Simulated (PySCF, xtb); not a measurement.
I₂Zr, SMILES [I][Zr][I], multiplicity 1.

GFN2-xTB (xtb) at its own geometry gives an orbital gap of 0.28 eV and a dipole moment of 0.00 D.

Coordinates come from a B3LYP-D3(BJ)/def2-SVP optimisation. The geometry has at least one imaginary mode, so it is a saddle point at that level. The spin state was assumed, not searched. The def2 effective core potentials stand for the cores of I, Zr; spin–orbit coupling is left out.

What does M06-2X/def2-TZVPD (PySCF) give? (The exact figures need the calculation; the answer reports its results.)

gap 3.39 eV (levels -5.86 and -2.46 eV), dipole 0.00 D.
